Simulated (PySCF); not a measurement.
CH10O2Si3, SMILES O[Si@@H](CO)[SiH2][SiH3].

Geometry: B3LYP-D3(BJ)/def2-SVP. The structure was generated by enumeration; whether it is a known compound was not checked. One conformer was computed; it need not be the lowest.

Level of theory: B3LYP-D3(BJ)/def2-SVP in PySCF.

Frequencies are harmonic and unscaled.

```csv
mode,ν (cm⁻¹),IR (km/mol),moving atoms (share of kinetic energy)
1,24,1.2,"O 39 %, Si 39 %, H 21 %"
2,74,2.3,"O 61 %, H 20 %, Si 13 %"
3,97,1.2,"Si 52 %, O 22 %, H 20 %"
4,123,3.0,"O 37 %, H 30 %, Si 21 %, C 12 %"
5,176,20.6,"H 49 %, O 33 %, Si 12 %"
6,191,25.1,H 86 %
7,200,60.3,"H 73 %, O 25 %"
8,206,2.2,"Si 36 %, O 32 %, H 28 %"
9,299,110.7,"H 78 %, C 9 %, O 9 %"
10,361,26.1,"H 69 %, Si 20 %, O 9 %"
11,385,25.5,"H 35 %, Si 34 %, O 18 %, C 12 %"
12,390,4.9,"Si 82 %, H 15 %"
13,459,10.2,"Si 75 %, H 23 %"
14,523,0.7,"H 80 %, Si 18 %"
15,533,7.2,"H 79 %, Si 18 %"
16,612,0.5,"H 41 %, C 36 %, Si 16 %"
17,680,5.7,H 93 %
18,704,145.8,H 82 %
19,715,216.6,"H 85 %, Si 15 %"
20,768,38.0,"H 77 %, C 16 %"
21,829,215.8,"H 69 %, Si 19 %"
22,833,36.6,"O 48 %, H 37 %, Si 14 %"
23,884,242.0,"H 90 %, Si 9 %"
24,922,59.9,"H 89 %, Si 8 %"
25,935,64.7,"H 65 %, Si 22 %, O 10 %"
26,948,58.2,H 93 %
27,961,46.9,H 97 %
28,1069,51.1,"C 50 %, O 44 %"
29,1164,26.2,H 97 %
30,1221,4.8,H 90 %
31,1350,5.6,"H 68 %, C 26 %"
32,1466,4.8,H 92 %
33,2168,143.2,H 97 %
34,2183,134.3,H 97 %
35,2189,83.6,H 97 %
36,2200,114.0,H 96 %
37,2224,79.6,H 98 %
38,2236,98.4,H 96 %
39,2954,46.3,H 95 %
40,2996,40.0,"H 90 %, C 10 %"
41,3812,40.2,H 94 %
42,3862,81.1,H 94 %
```
